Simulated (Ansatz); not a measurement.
`O[SiH2]BO[SiH3]` at its PBE0-D4/def2-TZVP geometry, where that method's forces vanish. Charge 0, multiplicity 1.

```json
{"atom": "O1", "x (Å)": "3.164", "y (Å)": "0.540", "z (Å)": "0.566"}
{"atom": "Si2", "x (Å)": "1.591", "y (Å)": "0.669", "z (Å)": "1.073"}
{"atom": "B3", "x (Å)": "0.264", "y (Å)": "-0.169", "z (Å)": "-0.220"}
{"atom": "O4", "x (Å)": "-1.050", "y (Å)": "0.088", "z (Å)": "-0.054"}
{"atom": "Si5", "x (Å)": "-2.405", "y (Å)": "-0.413", "z (Å)": "-0.875"}
{"atom": "H6", "x (Å)": "3.460", "y (Å)": "-0.323", "z (Å)": "0.276"}
{"atom": "H7", "x (Å)": "1.409", "y (Å)": "0.032", "z (Å)": "2.416"}
{"atom": "H8", "x (Å)": "1.353", "y (Å)": "2.127", "z (Å)": "1.239"}
{"atom": "H9", "x (Å)": "0.598", "y (Å)": "-0.904", "z (Å)": "-1.124"}
{"atom": "H10", "x (Å)": "-3.282", "y (Å)": "-1.119", "z (Å)": "0.088"}
{"atom": "H11", "x (Å)": "-2.014", "y (Å)": "-1.319", "z (Å)": "-1.985"}
{"atom": "H12", "x (Å)": "-3.089", "y (Å)": "0.791", "z (Å)": "-1.401"}
```

Q: For each bond, give half the difference of the two atoms' forces along it (eV/Å; positive pushes the atoms apart) under PBE-D4, r2SCAN-D4, B3LYP-D4, ωB97M-V in def2-TZVPP. (Estimate.)

A: Computed: 
| bond | length (Å) | PBE-D4 | r2SCAN-D4 | B3LYP-D4 | ωB97M-V |
| --- | --- | --- | --- | --- | --- |
| O1–Si2 | 1.658 | 0.32 | 0.04 | 0.17 | 0.17 |
| O1–H6 | 0.958 | 0.34 | 0.02 | -0.02 | -0.06 |
| Si2–B3 | 2.033 | -0.26 | -0.07 | -0.03 | -0.05 |
| Si2–H7 | 1.498 | 0.06 | -0.01 | -0.09 | -0.15 |
| Si2–H8 | 1.487 | 0.09 | -0.01 | -0.10 | -0.15 |
| B3–O4 | 1.350 | 0.24 | 0.19 | 0.09 | 0.17 |
| B3–H9 | 1.212 | 0.02 | -0.04 | -0.13 | -0.14 |
| O4–Si5 | 1.661 | 0.29 | -0.01 | 0.12 | 0.14 |
| Si5–H10 | 1.482 | 0.03 | -0.03 | -0.09 | -0.14 |
| Si5–H11 | 1.485 | 0.01 | -0.03 | -0.07 | -0.13 |
| Si5–H12 | 1.481 | 0.03 | -0.03 | -0.09 | -0.14 |

B3LYP here is the variant with VWN-RPA as its local correlation; programs differ in this.
